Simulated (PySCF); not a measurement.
C₄H₈O₂, SMILES CO[C@@H]1C[C@H]1O.

The structure is a stationary point at B3LYP-D3(BJ)/def2-SVP. The values are those of a single conformer.

Two levels are set side by side: TDA-PBE/def2-SVPD (PySCF) and TDA-LC-ωPBE/def2-SVPD (PySCF). Vertical, same geometry. The lowest singlet is HOMO→LUMO 100 % with PBE and HOMO→LUMO 43 %, HOMO−2→LUMO 16 %, HOMO−1→LUMO 14 %, HOMO→LUMO+1 9 % with the other functional; states are paired by order. Differences are taken from unrounded values.

```tsv
quantity	TDA-LC-ωPBE
lowest singlet excitation (eV)	7.48
lowest triplet excitation (TDA) (eV)	7.15
```

### Question
What does TDA-PBE give, and how far is it from TDA-LC-ωPBE? (An estimate is asked for; the answer gives what the named calculation found.)

### Answer

```tsv
quantity	TDA-PBE	TDA-PBE minus TDA-LC-ωPBE
lowest singlet excitation (eV)	5.67	-1.81
lowest triplet excitation (TDA) (eV)	5.57	-1.58
```

Functionals without exact exchange tend to place singlet excitations lower, as here. Differences between two approximate levels are no errors against the true value.

Rough cost on one machine, each run with all the roots and properties that it gave: TDA-LC-ωPBE against TDA-PBE about 4 times.
